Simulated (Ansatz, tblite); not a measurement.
Spin states of In2N, each relaxed with PBE-D4/def2-TZVP in Ansatz. Electronic energies in the gas phase.

In the def2 sets In takes a core potential; there is no spin–orbit coupling. The xTB rows come from tblite. Correlated methods freeze 9 core orbitals; core or outer-core shells of In are correlated, in sets that lack core-valence functions. The structure comes from a short search, and lower isomers may exist.

Doublet geometry (D∞h within 0.1 Å):

```xyz
3

In   -0.894   -0.307    1.748
In    0.891    0.302   -1.750
N     0.003    0.004    0.002
```

Quartet geometry (D∞h within 0.1 Å):

```xyz
3

In   -1.6465    0.6173   -1.2316
In    1.6453   -0.6167    1.2336
N     0.0012   -0.0006   -0.0020
```

⟨S²⟩: doublet 0.76 at PBE0-D4/def2-TZVP (pure 0.75), quartet 3.77 at PBE0-D4/def2-TZVP (pure 3.75).

Only these spin states were relaxed.

Problem. Estimate which spin state lies lowest at each of these levels, and by how much: GFN1-xTB; GFN2-xTB; HF/def2-TZVP; HF/def2-TZVPP; PBE-D4/def2-TZVP; PBE0-D4/def2-TZVP; CAM-B3LYP-D4/def2-TZVP; B2PLYP/def2-TZVP; PBE-QIDH/def2-TZVP; MP2/def2-TZVP; MP2/def2-TZVPP; CCSD/def2-TZVPP.

Solution. 
| level | quartet − doublet (kJ/mol) | lowest of these |
| --- | --- | --- |
| GFN1-xTB | 378.4 | doublet |
| GFN2-xTB | 435.6 | doublet |
| HF/def2-TZVP | 167.1 | doublet |
| HF/def2-TZVPP | 167.1 | doublet |
| PBE-D4/def2-TZVP | 252.4 | doublet |
| PBE0-D4/def2-TZVP | 242.9 | doublet |
| CAM-B3LYP-D4/def2-TZVP | 253.6 | doublet |
| B2PLYP/def2-TZVP | 235.4 | doublet |
| PBE-QIDH/def2-TZVP | 237.9 | doublet |
| MP2/def2-TZVP | 254.1 | doublet |
| MP2/def2-TZVPP | 254.1 | doublet |
| CCSD/def2-TZVPP | 235.5 | doublet |

Change of the quartet − doublet gap on mixing in exact exchange, in kJ/mol: PBE to PBE0 (25 % exact exchange) -9.5. The xTB methods have no term that favours high spin, so they put low spin too low.
